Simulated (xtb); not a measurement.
In(H)(Et)(NH2) (C2H8InN), SMILES C[CH2][InH][NH2]. All values are semi-empirical tight-binding results from xtb (GFN2-xTB unless named), good for trends rather than for accurate numbers. Geometry: GFN2-xTB. The structure was generated by enumeration; whether it is a known compound was not checked. The values are those of a single conformer.

Optimised geometry:

```xyz
12

In    -0.4729     0.2853     0.1494
H     -2.1085     0.8993     0.2524
C      0.4569    -0.6544    -1.6687
C      1.7741    -1.3066    -1.2821
H      0.6056     0.1120    -2.4314
H     -0.2482    -1.3891    -2.0614
H      1.6170    -2.0655    -0.5132
H      2.4718    -0.5647    -0.8876
H      2.2431    -1.7845    -2.1440
N      0.4986     0.2085     1.9447
H      0.2036     0.8766     2.6482
H      1.5114     0.2439     1.9066
```

For metal compounds this method's bond lengths and energies can be far off.

| Quantity | Result |
|---|---|
| orbital gap | 3.32 eV |
| zero-point energy | 56.5 kcal/mol |
| G − E(el) at 298.15 K (modified RRHO) | 35.9 kcal/mol |

Computed atomic charges and the Wiberg bond orders between heavy atoms:
charges (e) In1 0.16, H2 -0.09, C3 -0.10, C4 -0.10, H5 0.05, H6 0.05, H7 0.06, H8 0.05, H9 0.04, N10 -0.42, H11 0.16, H12 0.16. Bond orders In1–C3 0.75, C3–C4 1.02, In1–N10 1.03.
